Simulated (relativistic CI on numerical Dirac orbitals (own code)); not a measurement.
**d3 in a ligand field**

Computed with a parametric ligand-field model of a d^n configuration (Racah B and C, spin-orbit zeta, crystal field), exact diagonalisation.

Field parameters in Wybourne normalisation: Td as Oh with Dq negative (B⁴₀ = 21Dq, B⁴₄ = √(5/14) B⁴₀). The field is a parameter set, without covalency.

Question: Ground term and bands for B = 830, C = 4210, ζ = 0 cm⁻¹, Td, 10Dq = -3820 cm⁻¹?

Answer: Ground term 4T1 with 1.87 electrons in the two orbitals of the cubic e set. Spin-allowed: 4T2 3213 cm⁻¹ (3113 nm), 4A2 7033 cm⁻¹ (1422 nm), 4T1 15055 cm⁻¹ (664 nm). Lowest spin-forbidden: 2E 14615 cm⁻¹ (684 nm), 2T1+T2 17049 cm⁻¹ (587 nm), 2A1 19163 cm⁻¹ (522 nm).

Question: Ground term and bands for B = 830, C = 4210, ζ = 0 cm⁻¹, Td, 10Dq = -3070 cm⁻¹?

Answer: Ground term 4T1 with 1.86 electrons in the two orbitals of the cubic e set. Spin-allowed: 4T2 2561 cm⁻¹, 4A2 5631 cm⁻¹ (1776 nm), 4T1 14501 cm⁻¹ (690 nm). Lowest spin-forbidden: 2E 15198 cm⁻¹ (658 nm), 2T2 16906 cm⁻¹ (592 nm), 2T1 16994 cm⁻¹ (588 nm).

Question: Ground term and bands for B = 830, C = 4210, ζ = 0 cm⁻¹, Td, 10Dq = -4560 cm⁻¹?

Answer: Ground term 4T1 with 1.89 electrons in the two orbitals of the cubic e set. Spin-allowed: 4T2 3864 cm⁻¹ (2588 nm), 4A2 8424 cm⁻¹ (1187 nm), 4T1 15618 cm⁻¹ (640 nm). Lowest spin-forbidden: 2E 13997 cm⁻¹ (714 nm), 2T1 17072 cm⁻¹ (586 nm), 2T2 17161 cm⁻¹ (583 nm).

Question: Ground term and bands for B = 830, C = 4210, ζ = 0 cm⁻¹, Td, 10Dq = -9050 cm⁻¹?

Answer: Ground term 4T1 with 1.93 electrons in the two orbitals of the cubic e set. Spin-allowed: 4T2 7945 cm⁻¹ (1259 nm), 4A2 16995 cm⁻¹ (588 nm), 4T1 19290 cm⁻¹ (518 nm). Lowest spin-forbidden: 2E 9896 cm⁻¹ (1010 nm), 2T1 16986 cm⁻¹ (589 nm), 2T2 17483 cm⁻¹ (572 nm).

Question: Ground term and bands for B = 830, C = 4210, ζ = 0 cm⁻¹, Td, 10Dq = -9790 cm⁻¹?

Answer: Ground term 4T1 with 1.93 electrons in the two orbitals of the cubic e set. Spin-allowed: 4T2 8634 cm⁻¹ (1158 nm), 4A2 18424 cm⁻¹ (543 nm), 4T1 19928 cm⁻¹ (502 nm). Lowest spin-forbidden: 2E 9196 cm⁻¹ (1087 nm), 2T1 16961 cm⁻¹ (590 nm), 2T2 17502 cm⁻¹ (571 nm).
